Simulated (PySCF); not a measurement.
Correlation energy of Sb³⁺ (antimony, charge +3)

[Kr] 4d10 5s2, closed-shell 1S. Calculation: PySCF 2.14, in def2-SVP with the def2 core potential (28 electrons) (4s4p2d, 26 functions); scalar relativity through the core potential. Frozen: 4s2 4p6 4d10; 2 electrons correlated.

Total MP2 correlation energy: -22.67 mhartree.

Same-spin part 0.00 and opposite-spin part -22.67 mhartree; SCS-MP2 scales them by 1/3 and 6/5 to -27.20 mhartree.

With two correlated electrons CCSD is exact within the correlated space (frozen core and kept virtual orbitals).

| level | correlation energy (mhartree) |
| --- | --- |
| CCSD | -33.16 |

Diagnostics: T1 = 0.0015, D1 = 0.0021, largest double amplitude 0.100.

Problem. Is a single reference adequate?

Solution. Mostly. T1 lies below 0.03, but a double amplitude of this size points to a near-degeneracy that CCSD handles and MP2 describes poorly.
